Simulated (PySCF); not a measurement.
Correlation energy of Ca (calcium, neutral)

[Ar] 4p2, high-spin 3P determinant (an excited configuration). Computed with PySCF 2.14 in def2-QZVPPD, with the non-relativistic Hamiltonian (point nucleus). Frozen: [Ne]; 10 electrons correlated.

MP2 pair energies summed by pair of shells (mhartree):

```
 pair   energy  share (%)
3p-3p  -149.84       70.5
3s-3p   -35.00       16.5
3p-4p   -14.22        6.7
3s-3s    -8.16        3.8
4p-4p    -4.55        2.1
3s-4p    -0.72        0.3
```

Total MP2 correlation energy: -212.49 mhartree.

Same-spin part -60.19 and opposite-spin part -152.30 mhartree; SCS-MP2 scales them by 1/3 and 6/5 to -202.83 mhartree.

This basis was not built for core-valence correlation, so the inner-shell part is incomplete.
